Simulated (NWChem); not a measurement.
System: SiHI, singlet; SMILES [SiH]I

Output (shortened):

```
             Northwest Computational Chemistry Package (NWChem) 7.3.0
             --------------------------------------------------------

 CS  symmetry detected

                             Geometry "geometry" -> ""
                             -------------------------

 Output coordinates in angstroms (scale by  1.889725989 to convert to a.u.)

  No.       Tag          Charge          X              Y              Z
 ---- ---------------- ---------- -------------- -------------- --------------
    1 Si                  14.0000     0.06589265    -1.91665944     0.00000000
    2 H                    1.0000    -1.45554892    -2.03194404     0.00000000
    3 I                   53.0000     0.01005758     0.54462596     0.00000000

 Effective nuclear repulsion energy (a.u.)     173.8062801536

      Symmetry information
      --------------------

 Group name             Cs
 Group number              2
 Group order               2
 No. of unique centers     3

 Summary of "ao basis" -> "ao basis" (spherical)
 ------------------------------------------------------------------------------
       Tag                 Description            Shells   Functions and Types
 ---------------- ------------------------------  ------  ---------------------
 Si                         def2-svp                 8       18   4s3p1d
 H                          def2-svp                 3        5   2s1p
 I                          def2-svp                10       26   4s4p2d

      Symmetry analysis of basis
      --------------------------

        a'         35
        a"         14

            General Information
            -------------------
          SCF calculation type: DFT
          Wavefunction type:  closed shell.
          No. of atoms     :     3
          No. of electrons :    40
           Alpha electrons :    20
            Beta electrons :    20
          Charge           :     0
          Spin multiplicity:     1
          Use of symmetry is: on ; symmetry adaption is: on
          Maximum number of iterations: 150
          AO basis - number of functions:    49
                     number of shells:    21
          Convergence on energy requested:  1.00D-06
          Convergence on density requested:  1.00D-05
          Convergence on gradient requested:  5.00D-04

              XC Information
              --------------
                     Hartree-Fock (Exact) Exchange  1.000
                     LC-wPBE(h)Exchange Functional  1.000
            Perdew 1991 LDA Correlation Functional  1.000 local
           PerdewBurkeErnz. Correlation Functional  1.000 non-local

           Range-Separation Parameters
           ---------------------------
           Alpha           :  0.00
           Beta            :  1.00
           Gamma           :  0.30
           Short-Range HF  :     F

             Grid Information
             ----------------
          Grid used for XC integration:  medium
          Radial quadrature: Mura-Knowles
          Angular quadrature: Lebedev.
          Tag              B.-S. Rad. Rad. Pts. Rad. Cut. Ang. Pts.
          ---              ---------- --------- --------- ---------
          Si                  1.10       88           9.0       590
          H                   0.35       45          10.0       434
          I                   1.40      123           9.0       590
          Grid pruning is: on
          Number of quadrature shells:   256
          Spatial weights used:  Erf1

      Superposition of Atomic Density Guess
      -------------------------------------

 Sum of atomic energies:        -636.36494322

      Non-variational initial energy
      ------------------------------

 Total energy =    -586.021762
 1-e energy   =   -1087.173330
 2-e energy   =     416.602323
 HOMO         =      -0.226727
 LUMO         =      -0.070286

      Symmetry analysis of molecular orbitals - initial
      -------------------------------------------------

  Numbering of irreducible representations:

     1 a'          2 a"

  Orbital symmetries:

     1 a'          2 a'          3 a'          4 a'          5 a'
     6 a"          7 a'          8 a'          9 a"         10 a'
    11 a'         12 a"         13 a'         14 a"         15 a'
    16 a'         17 a'         18 a"         19 a'         20 a'
    21 a"         22 a'         23 a'         24 a'         25 a'
    26 a'         27 a'         28 a"         29 a'         30 a"

   convergence    iter        energy       DeltaE   RMS-Dens  Diis-err
 ---------------- ----- ----------------- --------- --------- ---------
 d= 0,ls=0.0,diis     1   -587.5383377137 -6.72D+02  1.45D-02  1.99D-01
 d= 0,ls=0.0,diis     2   -587.5619123091 -2.36D-02  6.20D-03  5.13D-02
 d= 0,ls=0.0,diis     3   -587.5705280468 -8.62D-03  1.19D-03  2.82D-03
 d= 0,ls=0.0,diis     4   -587.5710336154 -5.06D-04  3.18D-04  5.79D-05
 d= 0,ls=0.0,diis     5   -587.5710500399 -1.64D-05  1.80D-04  8.06D-06
  Resetting Diis
 d= 0,ls=0.0,diis     6   -587.5710536578 -3.62D-06  5.82D-05  3.52D-07
 d= 0,ls=0.0,diis     7   -587.5710539559 -2.98D-07  7.74D-06  1.91D-08

         Total DFT energy =     -587.571053955892
      One electron energy =    -1087.914306884097
           Coulomb energy =      459.134105512892
    Exchange-Corr. energy =      -43.340097667437
 Nuclear repulsion energy =       84.549245082751

 Numeric. integr. density =       40.000002215665

                  Occupations of the irreducible representations
                  ----------------------------------------------

                     irrep           alpha         beta
                     --------     --------     --------
                     a'               15.0         15.0
                     a"                5.0          5.0

                       DFT Final Molecular Orbital Analysis
                       ------------------------------------

 Vector   18  Occ=2.000000D+00  E=-3.807309D-01  Symmetry=a'
              MO Center=  1.3D-01, -2.8D-01, -2.4D-17, r^2= 3.5D+00
   Bfn.  Coefficient  Atom+Function         Bfn.  Coefficient  Atom+Function
  ----- ------------  ---------------      ----- ------------  ---------------
    34      0.422872  3 I  px                37      0.359791  3 I  px
    35      0.324714  3 I  py                 3      0.250485  1 Si s
    38      0.244095  3 I  py                 4      0.182533  1 Si s
     9     -0.178360  1 Si py                31     -0.171411  3 I  px
    12     -0.152617  1 Si py                 2      0.145143  1 Si s

 Vector   19  Occ=2.000000D+00  E=-3.796065D-01  Symmetry=a"
              MO Center=  1.4D-02,  2.9D-01, -5.1D-16, r^2= 2.3D+00
   Bfn.  Coefficient  Atom+Function         Bfn.  Coefficient  Atom+Function
  ----- ------------  ---------------      ----- ------------  ---------------
    36      0.583349  3 I  pz                39      0.502753  3 I  pz
    33     -0.236829  3 I  pz                30     -0.192072  3 I  pz
    13      0.133324  1 Si pz                10      0.113653  1 Si pz
     7     -0.062635  1 Si pz                15      0.050803  1 Si d -1
    46     -0.040663  3 I  d -1

 Vector   20  Occ=2.000000D+00  E=-3.272134D-01  Symmetry=a'
              MO Center=  4.2D-02, -9.5D-01, -1.2D-15, r^2= 4.1D+00
   Bfn.  Coefficient  Atom+Function         Bfn.  Coefficient  Atom+Function
  ----- ------------  ---------------      ----- ------------  ---------------
    34      0.413625  3 I  px                37      0.386460  3 I  px
     3     -0.318360  1 Si s                  4     -0.303368  1 Si s
     8     -0.227154  1 Si px                11     -0.221902  1 Si px
    19      0.220558  2 H  s                 20      0.198194  2 H  s
     2     -0.183317  1 Si s                 31     -0.166250  3 I  px

 Vector   21  Occ=0.000000D+00  E=-4.872912D-02  Symmetry=a"
              MO Center=  4.0D-02, -1.7D+00, -7.6D-16, r^2= 3.2D+00
   Bfn.  Coefficient  Atom+Function         Bfn.  Coefficient  Atom+Function
  ----- ------------  ---------------      ----- ------------  ---------------
    13      0.713002  1 Si pz                10      0.393913  1 Si pz
    39     -0.273485  3 I  pz                 7     -0.214250  1 Si pz
    36     -0.212983  3 I  pz                33      0.086311  3 I  pz
    30      0.069127  3 I  pz                46     -0.061074  3 I  d -1
    41      0.045945  3 I  d -1

 Vector   22  Occ=0.000000D+00  E= 4.752012D-02  Symmetry=a'
              MO Center=  5.1D-02, -1.3D+00, -3.7D-15, r^2= 4.8D+00
   Bfn.  Coefficient  Atom+Function         Bfn.  Coefficient  Atom+Function
  ----- ------------  ---------------      ----- ------------  ---------------
    12      0.993252  1 Si py                38      0.760829  3 I  py
    27     -0.469964  3 I  s                  9      0.334691  1 Si py
    35      0.290876  3 I  py                 4      0.279289  1 Si s
     3      0.277127  1 Si s                 26     -0.268764  3 I  s
     6     -0.180202  1 Si py                11      0.161496  1 Si px

 Vector   23  Occ=0.000000D+00  E= 1.238919D-01  Symmetry=a'
              MO Center= -3.3D-01, -1.7D+00,  8.7D-16, r^2= 4.0D+00
   Bfn.  Coefficient  Atom+Function         Bfn.  Coefficient  Atom+Function
  ----- ------------  ---------------      ----- ------------  ---------------
    20      1.541240  2 H  s                 11      1.278085  1 Si px
     4     -0.820645  1 Si s                  3     -0.503131  1 Si s
    38     -0.287234  3 I  py                27      0.270457  3 I  s
     8      0.225822  1 Si px                19      0.226571  2 H  s
     2     -0.203335  1 Si s                 37     -0.159378  3 I  px

     Multipole analysis of the density
     ---------------------------------

     L   x y z        total         alpha         beta         nuclear
     -   - - -        -----         -----         ----         -------
     0   0 0 0     -0.000000    -20.000000    -20.000000     40.000000

[...]
```

Level: LC-wPBE (HJS exchange hole, range parameter 0.3 per bohr)/def2-SVP with def2 effective core potentials on I, vertical spin-unrestricted ions. Low-valent species are run as closed-shell singlets; no triplet was tried in these runs. Structure relaxed at the PBE0-D3(BJ)/def2-TZVP level. def2 effective core potentials on I; no spin-orbit coupling.

### Question
Which NWChem input produces such a log?

### Answer
This is not unique; one that fits is the input that was run:
```
start job
memory heap 200 mb stack 900 mb global 1100 mb
geometry units angstroms noautoz
  Si     0.095880    -1.939069     0.000000
  H     -1.423099    -2.083214     0.000000
  I     -0.006667     0.520713     0.000000
end
basis spherical
  Si library def2-svp
  H library def2-svp
  I library def2-svp
end
ecp
  I library def2-ecp
end
dft
  xc xwpbe 1.00 cpbe96 1.0 hfexch 1.00
  cam 0.3 cam_alpha 0.0 cam_beta 1.0
  iterations 150
  vectors input atomic output neutral.movecs
end
task dft energy
charge 1
dft
  odft
  mult 2
  vectors input atomic output cation.movecs
end
task dft energy
```
